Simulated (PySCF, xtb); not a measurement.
GeS, SMILES [S]=[Ge] (connectivity only; charge and spin as stated), neutral, multiplicity 1.

GFN2-xTB in xtb at its own geometry gives an orbital gap of 3.09 eV and a dipole moment of 5.11 D.

Coordinates come from a B3LYP-D3(BJ)/def2-TZVP optimisation.

What does B3LYP/def2-TZVPD (PySCF) give? (An estimate is asked for; the answer gives what the named calculation found.)

gap 5.06 eV (levels -7.70 and -2.64 eV), dipole 2.25 D.
